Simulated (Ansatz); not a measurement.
A nudged elastic band was laid between two geometries of H2S + H4O3Si (11 atoms, charge 0, multiplicity 1).

Theory: RKS B3LYP-D4/def2-SVP in Ansatz.

```json
{
 "movable images": "9",
 "climbing image": "yes",
 "spring": "5.0 eV/Å²",
 "optimiser": "quadratic models (default)",
 "start path": "through a guess of the saddle point",
 "force threshold": "0.05 eV/Å",
 "iteration limit": "60",
 "end points": "relaxed"
}
```

First end point:

```xyz
11
Properties=species:S:1:pos:R:3
Si -0.371 -0.308 0.094
H -0.617 -0.259 1.548
O 1.223 -0.044 -0.313
H 1.710 -0.826 -0.602
O -1.314 0.883 -0.549
H -1.107 1.177 -1.444
O -0.672 -1.822 -0.525
H -1.534 -2.218 -0.354
S 1.916 2.629 1.689
H 1.950 1.600 0.808
H 1.908 1.789 2.748
```

Last end point:

```xyz
11
Properties=species:S:1:pos:R:3
Si -0.002 0.545 -0.468
H 1.034 -0.811 2.554
O 1.306 -0.089 -1.253
H 1.751 -0.826 -0.819
O -1.132 0.968 -1.592
H -1.075 0.495 -2.431
O -0.475 -0.658 0.582
H -1.181 -0.429 1.200
S 0.323 2.372 0.595
H 1.063 1.781 1.563
H 1.479 -0.749 3.169
```

(1) What changes between the two ends?

(2) What energy profile does the band end with?

(3) What is the geometry of the highest image?

Results:

(1) Bonds broken: Si1–H2, S9–H11. Bonds formed: Si1–S9, H2–H11. H2S + H4O3Si becomes H2 + H4O3SSi.

(2) The run converged. The highest image is number 4 of 0 to 10, 2.01 eV above the first end and 2.31 eV above the last; the last end lies 0.30 eV below the first. The profile has 2 maxima (images 4, 8) with wells between them (image 7): this band takes more than one step, which may be the mechanism or a detour left from its start path. Neighbouring images differ by up to 1.7 eV, so the band resolves the path poorly. A vibrational analysis at the climbing image gives one clearly imaginary mode, 1094i cm⁻¹: a first-order saddle point. The orbitals stay closed-shell, which can raise the energy where a bond breaks towards radicals; this wasn't checked here.

```csv
image,path coordinate (Å),energy (eV),Si1–H2 (Å),S9–H11 (Å),Si1–S9 (Å)
0,0.00,0.00,1.48,1.35,4.05
1,0.94,0.01,1.48,1.35,3.92
2,1.89,0.12,1.48,1.35,3.66
3,2.83,0.55,1.49,1.36,3.07
4,3.78,2.01,1.74,1.71,2.40
5,5.12,0.36,2.72,2.38,2.16
6,6.47,-0.23,3.72,2.77,2.14
7,7.81,-0.30,4.17,3.17,2.15
8,9.16,-0.27,3.63,4.02,2.14
9,10.50,-0.28,3.59,4.08,2.14
10,11.85,-0.30,3.47,4.21,2.14
```

(3) 
```xyz
11
Properties=species:S:1:pos:R:3:forces:R:3
Si 0.213 0.222 0.063 0.00 0.00 0.00
H -0.136 -0.088 1.739 0.00 0.00 0.00
O 1.704 -0.156 -0.557 0.00 0.00 0.00
H 1.699 -1.055 -0.920 0.00 0.00 0.00
O -0.890 1.274 -0.597 0.00 0.00 0.00
H -1.574 0.804 -1.094 0.00 0.00 0.00
O -0.500 -1.291 -0.227 0.00 0.00 0.00
H -1.292 -1.518 0.274 0.00 0.00 0.00
S 1.170 2.120 1.186 0.00 0.00 0.00
H 2.362 1.513 1.394 0.00 0.00 0.00
H 0.332 0.775 1.840 0.00 0.00 0.00
```

The run took 11 min on 4 threads of Arm Neoverse N1, with other jobs on the host, peak memory 0.26 GiB.
